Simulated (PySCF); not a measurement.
Te(Et)(SiH3) (C₂H₈SiTe), SMILES CC[Te][SiH3].

Coordinates come from a B3LYP-D3(BJ)/def2-SVP optimisation. The structure was generated by enumeration, and PubChem lists no compound with its InChIKey, so it may never have been made. The def2 effective core potentials stand for the cores of Te; spin–orbit coupling is left out. One conformer was computed; it need not be the lowest.

Two levels are set side by side: PBE/def2-TZVP (PySCF) and r2SCAN/def2-TZVP (PySCF). Same geometry, gas phase. Differences are taken from unrounded values.

| quantity | PBE |
|---|---|
| orbital gap (eV) | 3.48 |
| highest occupied level (eV) | -5.11 |
| lowest empty level (eV) | -1.63 |
| dipole moment (D) | 1.36 |
| mean polarisability (bohr³) | 96.8 |

Problem. These are the PBE values. What does r2SCAN give? (Estimate from the structure and the level; the computed values follow.)

Solution. 
```
quantity                     r2SCAN  PBE minus r2SCAN
---------------------------  ------  ----------------
orbital gap (eV)               3.90             -0.42
highest occupied level (eV)   -5.33              0.22
lowest empty level (eV)       -1.43             -0.20
dipole moment (D)              1.46             -0.10
mean polarisability (bohr³)    94.4               2.4
```

Rough cost on one machine, each run with all the roots and properties that it gave: r2SCAN against PBE about 3 times.
